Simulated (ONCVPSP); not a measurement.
## An all-electron radial function and its pseudo partner (lithium (Li))

Columns: radius, all-electron u(r) and pseudo u(r) of the 1s shell (level -56.00 eV) of lithium in the configuration 1s2 2s0.5; BLYP, scalar-relativistic, ONCV scheme, ONCVPSP 4.0.1.

```
r (bohr)  all-electron  pseudo
   0.070        0.5299  0.2802
   0.140        0.8601  0.5437
   0.210        1.0517  0.7757
   0.280        1.1473  0.9639
   0.350        1.1780  1.1008
   0.420        1.1652  1.1831
   0.490        1.1241  1.2133
   0.560        1.0656  1.1977
   0.630        0.9969  1.1454
   0.700        0.9234  1.0666
   0.770        0.8486  0.9718
   0.840        0.7750  0.8702
   0.910        0.7041  0.7698
   0.980        0.6370  0.6766
   1.050        0.5743  0.5942
   1.120        0.5162  0.5240
   1.190        0.4629  0.4649
   1.260        0.4141  0.4143
   1.330        0.3698  0.3698
   1.400        0.3297  0.3297
   1.470        0.2935  0.2935
   1.540        0.2608  0.2608
   1.610        0.2315  0.2315
   1.680        0.2052  0.2052
   1.750        0.1817  0.1817
   1.820        0.1607  0.1607
```

Task: How many radial nodes do the two functions have?

Result: The all-electron 1s function has n − l − 1 = 0; the pseudo-wave has 0.

Task: At about which radius was the pseudo-wave matched?

Result: 1.35 bohr. The columns agree to 0.0005 from 1.26 bohr on; several derivatives are matched, so the curves merge somewhat inside the radius.

Task: Is the pseudo-wave norm-conserving?

Result: Yes: the ONCV scheme keeps the norm inside the radius equal to the all-electron one, which fixes the energy derivative of the logarithmic derivative at the level.
